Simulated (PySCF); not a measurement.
Compound: C6H13BO2.
Atom-mapped SMILES: `[CH3:1][CH2:2]/[CH:3]=[CH:4]\[B:5]([O:6][CH3:7])[O:8][CH3:9]` (hydrogens: H10, H11, H12 on C1; H13, H14 on C2; H15 on C3; H16 on C4; H17, H18, H19 on C7; H20, H21, H22 on C9)

Cartesian coordinates in Å at the PBE0-D3(BJ)/def2-SVP level; atoms count from 1:
```xyz
22
C6H13BO2 angstrom
C      2.964    0.285    1.044
C      2.217   -0.399   -0.099
C      1.173   -1.345    0.404
C     -0.163   -1.180    0.385
B     -0.958    0.045   -0.172
O     -0.328    1.232   -0.396
C     -1.030    2.340   -0.896
O     -2.297    0.001   -0.443
C     -3.082   -1.147   -0.288
H      2.276    0.913    1.630
H      3.770    0.929    0.660
H      3.419   -0.447    1.731
H      2.939   -0.971   -0.710
H      1.759    0.360   -0.745
H      1.572   -2.265    0.856
H     -0.744   -2.008    0.810
H     -1.471    2.132   -1.884
H     -0.325    3.179   -0.991
H     -1.850    2.639   -0.222
H     -3.161   -1.451    0.770
H     -2.684   -2.000   -0.864
H     -4.095   -0.926   -0.655
```

The closed-shell ground state was solved at several levels (PySCF, density fitting, gas phase, non-relativistic).

```
            level  basis functions  HOMO (eV)  LUMO (eV)  gap (eV)  dipole (D)
   B3LYP/pcSseg-1              218      -7.01      -0.70      6.31        1.00
wB97X-D/def2-SVPD              290      -9.13       1.20     10.33        0.84
```

Problem. Estimate the row for PBE0/pcSseg-1, a basis of 218 functions; the other rows only guide the guess.

Solution. HOMO -7.25 eV, LUMO -0.51 eV, gap 6.74 eV, dipole 0.99 D.

Problem. Over all these levels, which gives the widest orbital gap and which the narrowest?

Solution. wB97X-D/def2-SVPD (range-separated hybrid) has the widest, 10.33 eV, and B3LYP/pcSseg-1 (global hybrid, 20 % exact exchange) the narrowest, 6.31 eV. Functional and basis both differ between the two, so the spread mixes both effects.

Problem. How far do the dipole and the HOMO energy spread over the levels?

Solution. The dipole runs from 0.84 to 1.00 D (mean 0.95 D) and the HOMO from -9.13 to -7.01 eV.

One conformer stands for the species.
